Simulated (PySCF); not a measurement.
benzoic acid: full NMR table

* Formula: C7H6O2
* SMILES: O=C(O)c1ccccc1
* InChI: InChI=1S/C7H6O2/c8-7(9)6-4-2-1-3-5-6/h1-5H,(H,8,9)
* Point group of the computed structure: Cs
* Degrees of unsaturation: 5
* Carbon signals: 5
* Proton signals: 4

Mapped SMILES: `[O:1]=[C:2]([OH:3])[c:4]1[cH:5][cH:6][cH:7][cH:8][cH:9]1`. Hydrogens are named by the atom that carries them.

[PySCF: shieldings: GIAO B97-2/pcSseg-2; PBE0-D3(BJ)/def2-TZVP structure; gas phase; no relativistic terms; rapidly exchanging positions averaged; single conformer]

Shifts are taken against calculated references (same method and geometry level): 1H (σ = 31.64 ppm), 13C (σ = 185.38 ppm) against TMS; 17O (σ = 327.66 ppm) against H2O.

| carbon | δC, type | δH (multiplicity) | HMBC from (2–3 bonds) | span of the C tensor (ppm) |
| --- | --- | --- | --- | --- |
| C2 | 172.7, C | – | H(C5)/H(C9) | 153 |
| C4 | 135.1, C | – | H(C5)/H(C9), H(C6)/H(C8) | 208 |
| C5/C9 | 138.6, CH | 8.59 (d) | H(C5)/H(C9), H(C7), H(C6)/H(C8) | 239 |
| C6/C8 | 134.6, CH | 7.72 (m) | H(C5)/H(C9), H(C7), H(C6)/H(C8) | 235 |
| C7 | 140.5, CH | 7.85 (m) | H(C5)/H(C9), H(C6)/H(C8) | 245 |

Other nuclei:
```tsv
atoms	nucleus	environment	δ (ppm)	σ (ppm)
H(O3)	1H	hydrogen on an acid hydroxyl oxygen	6.15	25.49
O1	17O	carbonyl oxygen	390.7	-63.0
O3	17O	acid hydroxyl oxygen	194.2	133.5
```

Carbon types of the structure: 2 × C, 5 × CH, leaving 1 H on heteroatoms. δC 172.7: carboxylic acid carbon; lone-pair donation from the attached heteroatom keeps it upfield of a ketone carbonyl. δC 140.5, 138.6, 134.6: aromatic CH. δC 135.1: substituted aromatic carbon. δH 8.59, 7.85, 7.72: hydrogen on an aromatic CH. δH 6.15: hydrogen on an acid hydroxyl oxygen; labile proton, position sensitive to the medium.

OH and NH positions are those of a molecule without intermolecular hydrogen bonds; in solution they move with solvent, concentration and temperature, and exchange usually removes their couplings. Shifts are as computed. Against solution values, carbons near 30 ppm lie about +3 ppm off and those near 130 ppm about +7 ppm. Of 1309 compounds with measured shifts, 239 miss one by over three times the rms of a fit or turn the order of signals round; such compounds aren't used in these exercises. In solution the two oxygens of a carboxylic acid exchange roles by proton transfer and give one 17O line. Hydrogen bonding in solution shields acid and N–H amide carbonyl oxygens by tens of ppm. The C=O carbon of an acid or of an amide with N–H lies up to 10 ppm further downfield in solution, through hydrogen bonding that the calculation lacks. Unscaled 17O shifts of doubly bonded oxygen tend to come out too high, by tens of ppm or more. Experimental scales use liquid or dissolved standards, which lie at an offset from isolated H2O (liquid H2O: subtract about 36 ppm). No couplings were computed; multiplicities are counted from neighbouring protons, with m where these are inequivalent, close in shift, in a saturated or five-membered ring or joined by F or P, and br s for small geminal =CH2 splittings.
